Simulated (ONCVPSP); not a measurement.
# An all-electron radial function and its pseudo partner (nitrogen)

Columns: radius, all-electron u(r) and pseudo u(r) of the 2s shell (level -32.25 eV) of nitrogen in the configuration [He] 2s2 2p2; LDA (Perdew-Wang 92), scalar-relativistic, ONCV scheme, ONCVPSP 4.0.1.

```json
{"r (bohr)": "0.062", "all-electron": "-0.3380", "pseudo": "0.0487"}
{"r (bohr)": "0.125", "all-electron": "-0.4095", "pseudo": "0.1016"}
{"r (bohr)": "0.188", "all-electron": "-0.3350", "pseudo": "0.1597"}
{"r (bohr)": "0.250", "all-electron": "-0.1915", "pseudo": "0.2225"}
{"r (bohr)": "0.312", "all-electron": "-0.0208", "pseudo": "0.2914"}
{"r (bohr)": "0.375", "all-electron": "0.1555", "pseudo": "0.3681"}
{"r (bohr)": "0.438", "all-electron": "0.3205", "pseudo": "0.4503"}
{"r (bohr)": "0.500", "all-electron": "0.4648", "pseudo": "0.5332"}
{"r (bohr)": "0.562", "all-electron": "0.5881", "pseudo": "0.6140"}
{"r (bohr)": "0.625", "all-electron": "0.6911", "pseudo": "0.6913"}
{"r (bohr)": "0.688", "all-electron": "0.7726", "pseudo": "0.7620"}
{"r (bohr)": "0.750", "all-electron": "0.8333", "pseudo": "0.8228"}
{"r (bohr)": "0.812", "all-electron": "0.8767", "pseudo": "0.8709"}
{"r (bohr)": "0.875", "all-electron": "0.9052", "pseudo": "0.9035"}
{"r (bohr)": "0.938", "all-electron": "0.9201", "pseudo": "0.9199"}
{"r (bohr)": "1.000", "all-electron": "0.9236", "pseudo": "0.9236"}
{"r (bohr)": "1.062", "all-electron": "0.9179", "pseudo": "0.9179"}
{"r (bohr)": "1.125", "all-electron": "0.9045", "pseudo": "0.9044"}
{"r (bohr)": "1.188", "all-electron": "0.8847", "pseudo": "0.8847"}
{"r (bohr)": "1.250", "all-electron": "0.8605", "pseudo": "0.8604"}
{"r (bohr)": "1.312", "all-electron": "0.8325", "pseudo": "0.8325"}
{"r (bohr)": "1.375", "all-electron": "0.8014", "pseudo": "0.8014"}
{"r (bohr)": "1.438", "all-electron": "0.7683", "pseudo": "0.7682"}
{"r (bohr)": "1.500", "all-electron": "0.7344", "pseudo": "0.7344"}
{"r (bohr)": "1.562", "all-electron": "0.6999", "pseudo": "0.6999"}
{"r (bohr)": "1.625", "all-electron": "0.6646", "pseudo": "0.6645"}
```

How many radial nodes do the two functions have?

The all-electron 2s function has n − l − 1 = 1; the pseudo-wave has 0, since the states of the same l below it are removed with the core.

At about which radius was the pseudo-wave matched?

1.00 bohr, where the columns begin to agree (steps of 0.06 bohr).

Is the pseudo-wave norm-conserving?

Yes: the ONCV scheme keeps the norm inside the radius equal to the all-electron one, which fixes the energy derivative of the logarithmic derivative at the level.
